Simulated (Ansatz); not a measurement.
Stepwise reaction of `[CH3][Sn]([CH3])([OH])[OH]` with hydrogen chloride, as a gas-phase model of exchange steps in deposition or etching. ΔE in kJ/mol; ΔG adds harmonic PBE0-D4 terms to CCSD(T)/CBS, at 1 bar.

Calculated with Ansatz (gas phase, PBE0-D4/def2-TZVP geometries, no zero-point term in ΔE). CCSD(T)/CBS adds triple-zeta CCSD(T) − MP2 to the extrapolated MP2 energy (def2 sets, frozen cores). This one scheme is used for every species. Functionals use def2-TZVPP. B3LYP here is the variant with VWN-RPA as its local correlation; programs differ in this. def2 core potentials past Kr. For Sn outer-core shells are correlated without core-valence functions, which leaves a few kJ/mol of doubt a bond. Each species was taken in one conformer, which may not be the lowest.

```tsv
step	reaction	PBE-D4	B3LYP-D4	ωB97M-V	CCSD(T)/CBS	ΔG(500 K)
1	`[CH3][Sn]([CH3])([OH])[OH]` + HCl → `[CH3][Sn]([OH])([OH])[Cl]` + CH₄	-119.5	-124.4	-119.6	-115.7	-104.8
2	`[CH3][Sn]([OH])([OH])[Cl]` + HCl → `[OH][Sn]([OH])([Cl])[Cl]` + CH₄	-83.1	-87.5	-83.9	-81.2	-66.3
```

By hand: ΔE of the 2 steps together at CCSD(T)/CBS.

(-115.7) + (-81.2) = -196.9 kJ/mol, or -98.5 kJ/mol a step.

In ΔE each step is higher than the one before. All are downhill at CCSD(T)/CBS. ΔG lies between -104.8 and -66.3 kJ/mol a step. PBE-D4 differs from CCSD(T)/CBS by -3.8 to -1.9 kJ/mol a step. Only this route is followed, and other bonds may react first. Isolated molecules leave out the surface, adducts and barriers. Largest T1 diagnostic: 0.013.
